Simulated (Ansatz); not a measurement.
NbSCl₃⁻. The state is a doublet with charge -1. Geometry PBE-D4/def2-SVP, that of the neutral singlet; atoms count from 1.

```xyz
5

Nb   -0.0079    0.0079    0.0005
S     1.5023   -1.5097   -0.0923
Cl   -1.2833   -0.3921    1.8535
Cl   -1.2570   -0.1361   -1.9072
Cl    1.0459    2.0300    0.1456
```

In the def2 sets Nb takes a core potential; there is no spin–orbit coupling.

Q: Estimate the Mulliken populations from the PBE0/def2-TZVPD orbitals of Ansatz.

A: 
| atom | charge (e) | spin (α − β) | d electrons |
| --- | --- | --- | --- |
| Nb1 | 1.20 | 0.94 | 3.13 |
| S2 | -0.61 | -0.02 | – |
| Cl3 | -0.53 | 0.03 | – |
| Cl4 | -0.53 | 0.02 | – |
| Cl5 | -0.53 | 0.02 | – |
Mulliken values depend strongly on the basis. With diffuse functions, as here, like atoms can get unlike values, and bond orders can come out too low or too high.

Q: Where does the spin sit?

A: Summed by element: Nb 0.94, S -0.02, Cl 0.07, of 1 unpaired in all. Largest on single atoms: Nb1 0.94, Cl3 0.03, Cl4 0.02.

Q: And the Mayer bond orders between heavy atoms (over 0.3)?

A: Nb1–S2 2.00 (2.14 Å); Nb1–Cl3 0.81 (2.28 Å); Nb1–Cl4 0.82 (2.28 Å); Nb1–Cl5 0.82 (2.28 Å).
